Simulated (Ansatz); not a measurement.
Geometry optimisation of Cl2FH3Si2, SMILES `F[SiH2][SiH](Cl)Cl`.

```yaml
crystal:
  periodic: [false, false, false]
  atoms:
    - {symbol: F, position_ang: [-2.027803, 1.027562, 0.020911]}
    - {symbol: Si, position_ang: [-0.445624, 1.061876, 0.460410]}
    - {symbol: Si, position_ang: [0.557808, -0.916125, -0.323441]}
    - {symbol: Cl, position_ang: [0.369987, -0.969854, -2.394207]}
    - {symbol: Cl, position_ang: [-0.429915, -2.535675, 0.529387]}
    - {symbol: H, position_ang: [-0.360313, 1.138745, 1.959110]}
    - {symbol: H, position_ang: [0.204901, 2.265043, -0.162860]}
    - {symbol: H, position_ang: [2.015858, -1.037072, 0.010690]}
basis:
  gaussian: {orbitals: def2-TZVP}
hamiltonian: {xc: pbe0, dispersion: d4}
relax: {f_tol: 0.005, max_steps: 150}
```

```sh
$ ansatz run in.yaml --threads 4 --pin off --events-out ev --progress --plain --max-ram 10444MiB
```

It prints (some lines left out):

```
Functional definition: PBE0
mean field -43555.64230419 eV, -1600.6403316042 hartree, gradient 5.6e-5 eV, S^2 0.000000; 0 other end points of the search recorded, 0 dependent functions left out
relax step   1: F+E_penalty+E_count = -43555.85947946 eV  Δ(F+E_penalty+E_count) = +0.000e0 eV  max|allowed force component| = 1.239e0 eV/Å  Δτ_max = 0.0000 Å  (26 SCF iters, accepted)
mean field -43555.68832596 eV, -1600.6420228732 hartree, gradient 2.0e-5 eV, S^2 0.000000; 0 other end points of the search recorded, 0 dependent functions left out
relax step   2: F+E_penalty+E_count = -43555.90630511 eV  Δ(F+E_penalty+E_count) = -4.683e-2 eV  max|allowed force component| = 7.416e-1 eV/Å  Δτ_max = 0.0386 Å  (29 SCF iters, accepted)
mean field -43555.69759816 eV, -1600.6423636203 hartree, gradient 2.2e-5 eV, S^2 0.000000; 0 other end points of the search recorded, 0 dependent functions left out
relax step   3: F+E_penalty+E_count = -43555.91616498 eV  Δ(F+E_penalty+E_count) = -9.860e-3 eV  max|allowed force component| = 1.695e-1 eV/Å  Δτ_max = 0.0282 Å  (28 SCF iters, accepted)
mean field -43555.69905088 eV, -1600.6424170068 hartree, gradient 2.1e-5 eV, S^2 0.000000; 0 other end points of the search recorded, 0 dependent functions left out
relax step   4: F+E_penalty+E_count = -43555.91718486 eV  Δ(F+E_penalty+E_count) = -1.020e-3 eV  max|allowed force component| = 3.682e-2 eV/Å  Δτ_max = 0.0276 Å  (28 SCF iters, accepted)
mean field -43555.69965469 eV, -1600.6424391963 hartree, gradient 2.5e-5 eV, S^2 0.000000; 0 other end points of the search recorded, 0 dependent functions left out
relax step   5: F+E_penalty+E_count = -43555.91753029 eV  Δ(F+E_penalty+E_count) = -3.454e-4 eV  max|allowed force component| = 3.012e-2 eV/Å  Δτ_max = 0.0093 Å  (28 SCF iters, accepted)
mean field -43555.69971760 eV, -1600.6424415083 hartree, gradient 2.2e-5 eV, S^2 0.000000; 0 other end points of the search recorded, 0 dependent functions left out
relax step   6: F+E_penalty+E_count = -43555.91770831 eV  Δ(F+E_penalty+E_count) = -1.780e-4 eV  max|allowed force component| = 7.909e-3 eV/Å  Δτ_max = 0.0065 Å  (29 SCF iters, accepted)
mean field -43555.69974534 eV, -1600.6424425277 hartree, gradient 8.1e-5 eV, S^2 0.000000; 0 other end points of the search recorded, 0 dependent functions left out
relax step   7: F+E_penalty+E_count = -43555.91771657 eV  Δ(F+E_penalty+E_count) = -8.267e-6 eV  max|allowed force component| = 1.438e-3 eV/Å  Δτ_max = 0.0019 Å  (21 SCF iters, accepted)
mean field -43555.69974534 eV, -1600.6424425277 hartree, gradient 8.1e-5 eV, S^2 0.000000; 1 other end points of the search recorded, 0 dependent functions left out
Total energy: -43555.91774968 eV, -1600.6504540392 hartree
Atom 0 at    -1.998503     1.054968     0.039854 Å, force    -0.000132     0.000265    -0.000003 eV/Å
Atom 1 at    -0.453508     1.059342     0.456855 Å, force    -0.000200     0.000637     0.000243 eV/Å
Atom 2 at     0.544274    -0.914822    -0.326887 Å, force    -0.001438    -0.001310    -0.001128 eV/Å
Atom 3 at     0.377933    -0.995137    -2.367420 Å, force     0.000264     0.000043     0.000913 eV/Å
Atom 4 at    -0.403699    -2.529874     0.504231 Å, force     0.000701     0.000697    -0.000130 eV/Å
Atom 5 at    -0.363083     1.131477     1.936915 Å, force    -0.000183    -0.000352     0.000282 eV/Å
Atom 6 at     0.198066     2.245257    -0.153870 Å, force     0.000162     0.000069    -0.000282 eV/Å
Atom 7 at     1.983419    -1.016712     0.010321 Å, force     0.000827    -0.000048     0.000105 eV/Å
Dipole moment:     0.319242     0.204389     0.195273 e Å
```

Run time 28 s (4 threads of an Arm Neoverse V1 on a shared host); peak host memory 0.58 GiB.
